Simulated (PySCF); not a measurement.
## Electron correlation in Co (cobalt, neutral)

[Ar] 3d6 4s2 4p1, one real determinant (an excited configuration). All numbers are calculated (PySCF 2.14, no relativity, point nucleus, in aug-cc-pVDZ). Frozen: [Ar]; 9 electrons correlated.

```json
{"level": "CCSD", "correlation energy (mhartree)": "-183.66"}
{"level": "(T)", "correlation energy (mhartree)": "-35.73"}
{"level": "CCSD(T)", "correlation energy (mhartree)": "-219.39"}
```

Diagnostics: T1 = 0.042, D1 = 0.1668, largest double amplitude 0.340.

The real determinant used has ⟨L²⟩ near 8 against 12 for a pure F term, so it mixes terms. T1 exceeds 0.03, a sign that the reference determinant is poor. A double-excitation amplitude exceeds 0.15, a sign of near-degeneracy.

Cost of the coupled-cluster step: roughly 7 core-seconds, for 9 correlated electrons.

The reference is one real determinant that mixes LS terms of this configuration.
